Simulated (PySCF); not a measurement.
**Potential energy of MnH along the bond**

Set-up: PySCF, no relativity, basis sets Mn def2-TZVPP, H def2-TZVPP. Energies in eV from Mn (3d5 4s2) + H in their ground configurations at the same level. State: ⁷Σ⁺ (septet), unpaired electrons σ ↑↑, π ↑↑, δ ↑↑.

| R (Å) | r²SCAN |
| --- | --- |
| 1.486 | -1.841 |
| 1.555 | -2.015 |
| 1.624 | -2.114 |
| 1.676 | -2.147 |
| 1.728 | -2.153 |
| 1.780 | -2.136 |
| 1.849 | -2.086 |
| 1.935 | -1.989 |
| 2.039 | -1.838 |
| 2.177 | -1.605 |

**Question.** Put a parabola through the three lowest points of the r²SCAN curve and estimate Re, k and ωe (reduced mass 0.9897 u; 1 eV/Å² = 0.16022 mdyn/Å; ωe = 1302.8·√(k/μ) cm⁻¹).

**Answer.** Through R = 1.676, 1.728, 1.78 Å the second-order coefficient is 4.25 eV/Å², so Re ≈ 1.716 Å, k ≈ 1.36 mdyn/Å and ωe ≈ 1529 cm⁻¹. A polynomial fit of higher order to the unrounded r²SCAN energies gives Re = 1.714 Å, k = 1.42 mdyn/Å, ωe = 1562 cm⁻¹; anharmonicity and rounding make the difference.

The higher-order fit for each curve: r²SCAN: Re = 1.714 Å, ωe = 1562 cm⁻¹, De = 2.15 eV.

The metal atom is held in its measured ground configuration; semilocal functionals can put another filling of s and d lower by some tenths of an eV, and De to that atom would be smaller. With d or f electrons several states lie close, and the lowest PBE0 determinant need not be the measured ground state.
